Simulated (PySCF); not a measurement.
**Frontier levels across methods**

Species: C2H11BN2.
Cartesian coordinates in Å at the PBE0-D3(BJ)/def2-SVP level; atoms count from 1:
```
atom  x, y, z in Å
C1     1.9445   -0.2720   -0.1110
C2     0.7824    0.4687    0.5421
B3    -0.6220    0.4494   -0.2581
N4    -1.7944    1.0090    0.4827
N5    -1.0089   -1.1892   -0.4623
H6     2.8928   -0.1686    0.4423
H7     2.1218    0.0957   -1.1353
H8     1.7591   -1.3595   -0.1916
H9     0.6391    0.0914    1.5766
H10    1.0618    1.5306    0.6666
H11   -0.5232    0.8259   -1.4330
H12   -1.5757    1.4030    1.3924
H13   -2.3488    1.6886   -0.0253
H14   -0.3453   -1.7019   -1.0435
H15   -1.0671   -1.6383    0.4533
H16   -1.9353   -1.2399   -0.8846
```

Basis pcSseg-1 throughout (PySCF), one geometry. Isolated species at its PBE0-D3(BJ)/def2-SVP geometry (one conformer only).

**Question.** How do the orbital energies, the gap and the dipole change with the method?

**Answer.** 
| method | kind | HOMO (eV) | LUMO (eV) | gap (eV) | μ (D) | SCF cycles |
| --- | --- | --- | --- | --- | --- | --- |
| BLYP | GGA | -4.54 | -0.27 | 4.27 | 3.34 | 15 |
| OPBE | GGA | -4.59 | 0.02 | 4.61 | 3.41 | 14 |
| PBE | GGA | -4.65 | -0.23 | 4.42 | 3.34 | 15 |
| B97-D | GGA | -4.66 | -0.11 | 4.54 | 3.36 | 14 |
| BP86 | GGA | -4.76 | -0.14 | 4.62 | 3.36 | 13 |
| LDA | LDA | -4.79 | -0.36 | 4.43 | 3.30 | 14 |
| KT3 | GGA | -4.79 | -0.41 | 4.38 | 3.33 | 14 |
| KT2 | GGA | -4.81 | -0.31 | 4.50 | 3.28 | 14 |
| B97-2 | global hybrid | -5.81 | 0.65 | 6.46 | 3.42 | 12 |
| B3LYP | global hybrid | -5.83 | 0.28 | 6.11 | 3.41 | 13 |
| PBE0 | global hybrid | -6.07 | 0.65 | 6.73 | 3.42 | 12 |
| mPW1PW91 | global hybrid | -6.11 | 0.64 | 6.75 | 3.43 | 12 |
| BHandHLYP | global hybrid | -7.44 | 1.32 | 8.76 | 3.46 | 12 |
| CAM-B3LYP | range-separated hybrid | -7.50 | 1.47 | 8.97 | 3.44 | 12 |
| wB97X-D | range-separated hybrid | -8.00 | 2.49 | 10.49 | 3.47 | 13 |
| LC-wPBE | range-separated hybrid | -8.90 | 2.89 | 11.79 | 3.50 | 12 |
| HF | Hartree–Fock | -9.64 | 3.57 | 13.21 | 3.52 | 10 |

The HOMO spans 5.10 eV, from BLYP down to HF, and the gap runs from 4.27 eV (BLYP) to 13.21 eV (HF). Over the methods BLYP (0 %), OPBE (0 %), PBE (0 %), B97-D (0 %), BP86 (0 %), LDA (0 %), KT3 (0 %), KT2 (0 %), B97-2 (21 %), B3LYP (20 %), PBE0 (25 %), mPW1PW91 (25 %), BHandHLYP (50 %), HF (100 %), a straight line through the gap against the share of exact exchange rises by 0.87 eV for each 10 % (correlation coefficient 0.999). The dipole ranges from 3.28 D (KT2) to 3.52 D (HF). This basis has no diffuse functions.
